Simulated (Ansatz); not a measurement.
Calculated with Ansatz (gas phase, PBE0-D4/def2-TZVP geometries, no zero-point term in ΔE). CBS: MP2 limit from def2 TZ/QZ plus the TZ coupled-cluster correction, frozen cores. This one scheme is used for every species. Functionals use def2-TZVPP. B3LYP here is the variant with VWN-RPA as its local correlation; programs differ in this. Each species was taken in one conformer, which may not be the lowest.

Consider the ligand exchange at the Si–S bond: `N[SiH2][S][AlH2]` + `OCO` → `N[SiH2]OCO` + `[AlH2][SH]`.

`N[SiH2][S][AlH2]`:

Z-matrix (Å, degrees):
```
Si
S 1 2.159
N 1 1.709 2 117.2
H 1 1.482 2 103.7 3 119.7
H 1 1.482 2 108.8 3 -121.1
Al 2 2.172 1 97.9 3 61.3
H 3 1.008 1 119.7 2 -80.0
H 3 1.007 1 120.8 2 66.0
H 6 1.586 2 118.6 1 0.6
H 6 1.579 2 118.4 1 -178.9
```

`OCO`:

```xyz
7

O     1.012   -0.465   -0.495
C    -0.237    0.132   -0.308
O    -0.596    0.233    1.037
H     1.672    0.088   -0.065
H    -0.939   -0.488   -0.875
H    -0.262    1.157   -0.691
H    -0.650   -0.658    1.397
```

`N[SiH2]OCO`:

Z-matrix (Å, degrees):
```
Si
O 1 1.660
N 1 1.702 2 112.2
H 1 1.482 2 110.4 3 -118.0
H 1 1.487 2 106.2 3 120.1
C 2 1.395 1 122.4 3 -153.9
H 3 1.007 1 121.7 2 64.1
H 3 1.006 1 120.6 2 -86.0
O 6 1.396 2 112.7 1 -66.1
H 6 1.096 2 106.7 1 171.1
H 6 1.096 2 111.1 1 51.7
H 9 0.962 6 108.2 2 -63.4
```

`[AlH2][SH]`:

Cartesian coordinates in Å:
```
Al -0.233 -0.247 0.556
S -0.337 0.550 -1.472
H -1.602 -0.662 1.222
H 1.179 -0.372 1.255
H 0.992 0.731 -1.562
```

Problem. Is it downhill or uphill in electronic energy at CCSD(T)/CBS, and by how much? (Estimate.)

Solution. The calculation gave: Downhill: ΔE = -0.30 eV.

Problem. What do these levels give: PBE-D4, ωB97M-V, B2PLYP, PBE, PBE0, B3LYP, HF/def2-TZVPP, CCSD/def2-TZVPP, HF/def2-QZVPP, SCS-MP2/def2-QZVPP, HF/CBS(def2), CCSD/CBS(def2)? (An estimate is asked.)

Solution. The calculation gave: PBE-D4 -0.16, ωB97M-V -0.31, B2PLYP -0.36, PBE -0.19, PBE0 -0.21, B3LYP -0.37, HF/def2-TZVPP -0.48, CCSD/def2-TZVPP -0.37, HF/def2-QZVPP -0.49, SCS-MP2/def2-QZVPP -0.33, HF/CBS(def2) -0.49, CCSD/CBS(def2) -0.33 eV.

Largest T1 diagnostic among the species: 0.011.

In def2-TZVPP, CCSD(T) changes the Hartree–Fock value by +0.14 eV (the triples alone add +0.03 eV) and MP2 by +0.18 eV. The D4 term adds +0.05 eV with B3LYP and +0.03 eV with PBE0; it sums over pairs of atoms, weighted by their polarisabilities, and B3LYP, whose exchange is more repulsive, gets the larger term.
